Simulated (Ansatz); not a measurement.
Ga3⁻. Total charge -1; singlet. Geometry PBE-D4/def2-TZVPD.

```csv
atom,x (Å),y (Å),z (Å)
Ga1,0.082,-1.412,-0.333
Ga2,-0.826,0.886,-0.793
Ga3,0.743,0.526,1.126
```

HSE06 is defined as in plane-wave codes, on full-range PBE exchange. The restricted singlet is unstable towards broken spin symmetry at other levels; at PBE-D4/def2-SVPD, B97M-V/def2-TZVPD, HSE06-D4/def2-TZVPD, BHLYP-D4/def2-TZVPD this wasn't settled. At PBE-D4/def2-SVPD, B97M-V/def2-TZVPD, HSE06-D4/def2-TZVPD the highest occupied level of the charge -1 singlet lies above zero (up to 0.45 eV). By energy differences its removal costs 1.60 eV (vertical, to the charge 0 doublet, at PBE-D4/def2-TZVPD). At PBE0-D4/def2-TZVPD the restricted singlet is unstable: a solution with broken spin symmetry lies lower. The structure comes from a short search, and lower isomers may exist.

Estimate the orbital energies around the gap (eV) in Ansatz with PBE-D4/def2-SVPD, B97M-V/def2-TZVPD, PBE0-D4/def2-TZVPD, HSE06-D4/def2-TZVPD, BHLYP-D4/def2-TZVPD.


```
orbital  PBE-D4/def2-SVPD  B97M-V/def2-TZVPD  PBE0-D4/def2-TZVPD  HSE06-D4/def2-TZVPD  BHLYP-D4/def2-TZVPD
 HOMO−9            -14.78             -15.65              -18.12               -17.73               -21.46
 HOMO−8            -14.78             -15.65              -18.12               -17.73               -21.46
 HOMO−7            -14.76             -15.64              -18.09               -17.70               -21.42
 HOMO−6            -14.74             -15.61              -18.08               -17.68               -21.41
 HOMO−5            -14.74             -15.61              -18.08               -17.68               -21.41
 HOMO−4             -6.82              -7.05               -8.32                -7.89                -9.65
 HOMO−3             -3.13              -3.09               -4.00                -3.61                -4.75
 HOMO−2             -3.11              -3.07               -3.98                -3.59                -4.73
 HOMO−1              0.28               0.31               -0.42                -0.06                -0.86
   HOMO              0.45               0.36               -0.19                 0.16                -0.68
   LUMO              1.03               1.12                1.58                 1.23                 2.33
 LUMO+1              1.04               1.13                1.59                 1.24                 2.34
 LUMO+2              2.75               2.75                3.21                 2.87                 3.73
 LUMO+3              2.76               2.76                3.22                 2.88                 3.74
 LUMO+4              3.25               2.86                3.40                 3.12                 3.81
 LUMO+5              3.26               2.86                3.41                 3.12                 3.82
```
